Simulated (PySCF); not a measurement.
# Computed records: CH$_{4}$AlGeN, CH$_{5}$BGeO, C$_{2}$H$_{6}$GeO

Computed with PySCF 2.14.0. Calculation on a computer-drawn molecule: the log of a Hartree-Fock and frozen-core CCSD(T) single point meant for a local Hartree-Fock minimum, with one planted fault or none, to be diagnosed. Offsets are logged minus clean, where the clean run is the same molecule without the fault. The reference is restricted for singlets and unrestricted otherwise, and also for a bond in bohr or an excited solution. Adding or removing an electron swaps singlet and doublet. The excited solution moves the top pair (singlet) or top alpha electron (doublet) to the lowest empty orbital. Highest occupied and lowest empty are orbital energies over both spins, largest force is the largest gradient component, triples share is (T) over the correlation energy, the T1 limit is 0.02 restricted and 0.045 unrestricted, electrons count all cores, a negative frequency is imaginary (commonest isotopes), and the dipole is about the centre of nuclear charge; on germanium a core potential holds 10 electrons, which the energies leave out, and 3d is frozen in MP2 and coupled-cluster steps.

Common to all runs: meant charge 0; meant multiplicity 1; meant basis and core potential on germanium cc-pVDZ-PP ECP10MDF; logged SCF converged yes; possible faults no fault, one electron removed, one electron added, multiplicity raised by two, geometry at a saddle point, SCF held on an excited solution, minimal basis STO-3G, one bond length entered in bohr, all coordinates scaled.

(1) CH$_{4}$AlGeN

Logged structure:
```xyz
8
CH4AlGeN
C      0.7418    -1.2957     1.8317
Ge    -0.5250    -1.1682     0.2781
Al     0.4545     1.0276    -0.7243
N      1.0121     2.3766    -1.3883
H      0.6572    -0.4148     2.4761
H      0.5169    -2.1870     2.4201
H      1.7805    -1.3476     1.4908
H      1.3647     3.2110    -1.7909
```

- meant basis: cc-pV(D+d)Z
- logged electrons: 62
- logged basis functions: 94
- logged spin squared: 0
- logged highest occupied: -4.113 eV
- logged lowest empty: -5.0991 eV
- logged largest force: 0.22109 hartree/bohr
- logged CC converged: no
- logged dipole magnitude: 10.957 debye
- logged SCF stable within its kind: no
- logged energy HF: -629.5347 hartree
- planted fault: SCF held on an excited solution
- HF energy offset from clean run: 215.4 kcal/mol

Drawn bonds:
```
atom  other atom  order
   1           2      1
   2           3      1
   3           4      2
   1           5      1
   1           6      1
   1           7      1
   4           8      1
```

Notes: CCSD not converged.

(2) CH$_{5}$BGeO

Logged structure:
```xyz
9
CH5BGeO
C     -0.1845     0.9339    -1.1809
Ge     0.3871     0.5813     0.7195
B     -1.5705     0.1300     1.4534
O     -2.1437    -1.0739     1.6870
H     -0.5118    -0.0081    -1.6379
H     -1.0337     1.6233    -1.2235
H      1.3622     1.7027    -2.3058
H     -2.2650     1.0773     1.7493
H     -1.6090    -1.8235     1.4780
```

* meant basis: cc-pVDZ
* logged electrons: 56
* logged basis functions: 90
* logged spin squared: 1.0813
* logged highest occupied: -8.341 eV
* logged lowest empty: 0.79637 eV
* logged largest force: 0.018631 hartree/bohr
* logged T1 diagnostic: 0.074626
* logged D1 diagnostic: 0.26934
* logged triples share: 0.035441
* logged CC converged: yes
* logged dipole magnitude: 1.5227 debye
* logged SCF stable within its kind: yes
* logged energy HF: -433.58566 hartree
* logged energy CCSD(T): -434.13377 hartree
* planted fault: one bond length entered in bohr, row 6 of the drawn bonds
* HF energy offset from clean run: 77.36 kcal/mol
* CCSD(T) energy offset from clean run: 81.17 kcal/mol

Drawn bonds:
```
atom  other atom  order
   1           2      1
   2           3      1
   3           4      1
   1           5      1
   1           6      1
   1           7      1
   3           8      1
   4           9      1
```

Notes: T1 above single-reference limit.

(3) C$_{2}$H$_{6}$GeO

Logged structure:
```xyz
10
C2H6GeO
C     -0.5693    -1.4132     1.6764
Ge     1.0824    -0.3006     1.8838
C      1.2005     0.2710    -0.0425
O      2.4032     0.9069    -0.4091
H     -1.2873    -0.9899     0.9674
H     -0.2545    -2.3887     1.2815
H     -1.0653    -1.5894     2.6328
H      1.1062    -0.6135    -0.6796
H      0.3256     0.9002    -0.2750
H      2.6019     1.5911     0.2119
```

- meant basis: cc-pVDZ
- logged electrons: 57
- logged basis functions: 95
- logged spin squared: 0.7779
- logged highest occupied: -15.625 eV
- logged lowest empty: -6.4906 eV
- logged largest force: 0.044777 hartree/bohr
- logged T1 diagnostic: 0.025064
- logged D1 diagnostic: 0.1447
- logged triples share: 0.028931
- logged CC converged: yes
- logged dipole magnitude: 2.7219 debye
- logged SCF stable within its kind: yes
- logged energy HF: -447.15303 hartree
- logged energy CCSD(T): -447.74702 hartree
- planted fault: one electron removed
- HF energy offset from clean run: 171.3 kcal/mol
- CCSD(T) energy offset from clean run: 186.2 kcal/mol

Drawn bonds:
```
atom  other atom  order
   1           2      1
   2           3      1
   3           4      1
   1           5      1
   1           6      1
   1           7      1
   3           8      1
   3           9      1
   4          10      1
```
